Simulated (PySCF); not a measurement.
## A survey of ²⁹Si NMR shifts

PySCF 2.14 calculation with PBE0/pcSseg-1 with gauge-including orbitals and GFN2-xTB structure; one averaged value for each set of equivalent atoms, relativity neglected, one conformer, gas phase.

Shieldings were converted by a linear fit to measured shifts: ²⁹Si (scatter 8.9 ppm rms, 25.8 ppm with the 6 outliers that the fit left out vs TMS, solution or neat liquid). Occasional misses reach two or three times the rms, and more in compound classes unlike the fitted ones.

Order these by ²⁹Si shift, lowest first.
A. C[C@@H](F)[C@H]1CC[SiH2]1
B. O[Si@@H]1CC[C@H](OCCCl)C1
C. C/C(F)=C(/C)C[SiH3]
D. C/C=C(/F)[SiH2]CC
E. C[C@@H]1[SiH2]CC[C@H]1F

Answers

C (-72.5 ppm, silicon bonded to C, 3 H), D (-46.5 ppm, silicon bonded to 2 C, 2 H), A (-38.1 ppm, silicon bonded to 2 C, 2 H, in a 4-membered ring), E (-29.5 ppm, silicon bonded to 2 C, 2 H, in a 5-membered ring), B (-1.0 ppm, silicon bonded to 2 C, O, H, in a 5-membered ring).
